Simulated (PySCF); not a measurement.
Sc(17+): ionisation energy

Sc(17+) [He] 2s2 (1S) → Sc(18+) [He] 2s1 (2S), as a difference of total energies. Calculation: PySCF 2.14, in an uncontracted even-tempered set (19 s from 3.4 bohr⁻², ratio 2.2; 9 p from 5.4 bohr⁻², ratio 2.4; 6 d from 16 bohr⁻², ratio 2.4; 5 f from 24 bohr⁻², ratio 2.4; 4 g from 36 bohr⁻², ratio 2.4); the spin-free X2C one-electron Hamiltonian (Gaussian nucleus). Correlated levels: nothing frozen; virtual orbitals above 40 to 60 times the deepest correlated orbital energy dropped. The calculations carry no spin-orbit coupling.

```csv
method,ionisation energy (eV)
UHF,1207.3
LDA,1207.3
PBE,1210.1
PBE0,1209.7
r2SCAN,1207.5
M06-L,1207.6
MP2 (all electrons),1211.2
```

Estimate what revPBE gives.

1210.2 eV, closest to PBE among the rows shown.

Estimate what SCS-MP2 (all electrons) gives.

1211.9 eV, closest to MP2 (all electrons) among the rows shown.

For comparison: 1213.1 ± 0.4 eV (semi-empirical (NIST evaluation); NIST Atomic Spectra Database, ionization energies).
